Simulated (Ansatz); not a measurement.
Ansatz (a first-principles code) input (CCSD(T)/aug-cc-pVDZ):

Ansatz 0.2 input:
```yaml
crystal:
  periodic: [false, false, false]
  atoms:
    - {symbol: C, position_ang: [-2.46931401, -0.93688637, -0.79973890]}
    - {symbol: C, position_ang: [-1.38084443, 0.12451747, -0.63550038]}
    - {symbol: C, position_ang: [-1.94542847, 1.36955587, 0.05017058]}
    - {symbol: C, position_ang: [-0.17665218, -0.45989628, 0.11242050]}
    - {symbol: C, position_ang: [1.04738701, 0.46165148, 0.17967188]}
    - {symbol: C, position_ang: [2.20524609, -0.17874066, 0.87964413]}
    - {symbol: C, position_ang: [3.38719343, -0.43313138, 0.33317171]}
    - {symbol: H, position_ang: [-2.08933117, -1.81834548, -1.32027902]}
    - {symbol: H, position_ang: [-3.31777790, -0.54946697, -1.36751137]}
    - {symbol: H, position_ang: [-2.84287559, -1.26114479, 0.17570416]}
    - {symbol: H, position_ang: [-1.03966899, 0.41484799, -1.63679786]}
    - {symbol: H, position_ang: [-2.26376591, 1.13538832, 1.07029129]}
    - {symbol: H, position_ang: [-1.21412534, 2.17662995, 0.10514951]}
    - {symbol: H, position_ang: [-2.81519613, 1.74987224, -0.48932033]}
    - {symbol: H, position_ang: [-0.48570309, -0.72809738, 1.12965431]}
    - {symbol: H, position_ang: [0.12192312, -1.39424045, -0.37188074]}
    - {symbol: H, position_ang: [1.34431436, 0.75228001, -0.83241221]}
    - {symbol: H, position_ang: [0.77935471, 1.38219091, 0.70774236]}
    - {symbol: H, position_ang: [2.03212318, -0.46320989, 1.91530737]}
    - {symbol: H, position_ang: [3.60247849, -0.16995908, -0.69672395]}
    - {symbol: H, position_ang: [4.18272587, -0.90916597, 0.89203942]}
basis:
  gaussian:
    orbitals: aug-cc-pVDZ
magnetization: {spin_polarized: false}
correlation: {method: ccsd_t, electrons: outside_noble_gas}
output: {forces: true}
```

End of the output:

```
mean field evaluation 4: about -7435.1598 eV, gradient 5.0e0 eV
mean field evaluation 8: about -7435.2505 eV, gradient 1.9e-4 eV
mean field evaluation 16: about -7435.2427 eV, gradient 2.4e-1 eV
mean field -7435.25048126 eV, -273.2404153925 hartree, gradient 8.5e-7 eV, S^2 0.000000; 0 other end points of the search recorded, 0 dependent functions left out
7 core orbitals not correlated
reference -7435.25048126 eV, -273.2404153925 hartree; 21, 21 occupied and 259, 259 virtual orbitals, 2842 factors
densities: 18.64 GiB planned
second order -28.08792244 eV of doubles, -0.00000000 eV of singles
coupled cluster: 13.41 GiB planned
cycle   1  -29.61884792 eV  change    -1.5e0 eV  update   1.1e-1
cycle   2  -30.39835381 eV  change   -7.8e-1 eV  update   3.3e-2
cycle   3  -30.52186010 eV  change   -1.2e-1 eV  update   1.3e-2
cycle   4  -30.52260810 eV  change   -7.5e-4 eV  update   3.9e-3
cycle   5  -30.52350913 eV  change   -9.0e-4 eV  update   1.4e-3
cycle   6  -30.52374433 eV  change   -2.4e-4 eV  update   4.3e-4
cycle   7  -30.52364484 eV  change    9.9e-5 eV  update   1.4e-4
cycle   8  -30.52366272 eV  change   -1.8e-5 eV  update   4.4e-5
cycle   9  -30.52366191 eV  change    8.2e-7 eV  update   1.7e-5
cycle  10  -30.52365086 eV  change    1.1e-5 eV  update   5.8e-6
perturbative correction -1.08975465 eV, -0.0400477449 hartree
the calculation of the forces begins
1.57 GiB of device memory are held for the factors and their scratch space
Total energy: -7466.86388677 eV, -274.4021866167 hartree
Atom 0 at    -2.469314    -0.936886    -0.799739 Å, force     0.071038     0.063267     0.030123 eV/Å
Atom 1 at    -1.380844     0.124517    -0.635500 Å, force     0.025853    -0.003217     0.048747 eV/Å
Atom 2 at    -1.945428     1.369556     0.050171 Å, force     0.056794    -0.098177    -0.011986 eV/Å
Atom 3 at    -0.176652    -0.459896     0.112421 Å, force    -0.001760     0.106583    -0.026675 eV/Å
Atom 4 at     1.047387     0.461651     0.179672 Å, force    -0.202004     0.061545    -0.050842 eV/Å
Atom 5 at     2.205246    -0.178741     0.879644 Å, force    -1.069197     0.170760     0.556343 eV/Å
Atom 6 at     3.387193    -0.433131     0.333172 Å, force     1.098026    -0.232822    -0.529446 eV/Å
Atom 7 at    -2.089331    -1.818345    -1.320279 Å, force     0.178924    -0.390827    -0.239493 eV/Å
Atom 8 at    -3.317778    -0.549467    -1.367511 Å, force    -0.377937     0.184171    -0.260843 eV/Å
Atom 9 at    -2.842876    -1.261145     0.175704 Å, force    -0.155137    -0.132840     0.450984 eV/Å
Atom 10 at    -1.039669     0.414848    -1.636798 Å, force     0.151978     0.123032    -0.441032 eV/Å
Atom 11 at    -2.263766     1.135388     1.070291 Å, force    -0.137559    -0.126849     0.454999 eV/Å
Atom 12 at    -1.214125     2.176630     0.105150 Å, force     0.337800     0.369632     0.014299 eV/Å
Atom 13 at    -2.815196     1.749872    -0.489320 Å, force    -0.390265     0.167350    -0.252961 eV/Å
Atom 14 at    -0.485703    -0.728097     1.129654 Å, force    -0.148878    -0.109429     0.467707 eV/Å
Atom 15 at     0.121923    -1.394240    -0.371881 Å, force     0.144512    -0.430194    -0.237340 eV/Å
Atom 16 at     1.344314     0.752280    -0.832412 Å, force     0.132489     0.114451    -0.473386 eV/Å
Atom 17 at     0.779355     1.382191     0.707742 Å, force    -0.110367     0.392196     0.231405 eV/Å
Atom 18 at     2.032123    -0.463210     1.915307 Å, force    -0.070010    -0.131869     0.488053 eV/Å
Atom 19 at     3.602478    -0.169959    -0.696724 Å, force     0.095971     0.127736    -0.486225 eV/Å
Atom 20 at     4.182726    -0.909166     0.892039 Å, force     0.369730    -0.224499     0.267569 eV/Å
Dipole moment:    -0.072876     0.023137    -0.023505 e Å
```
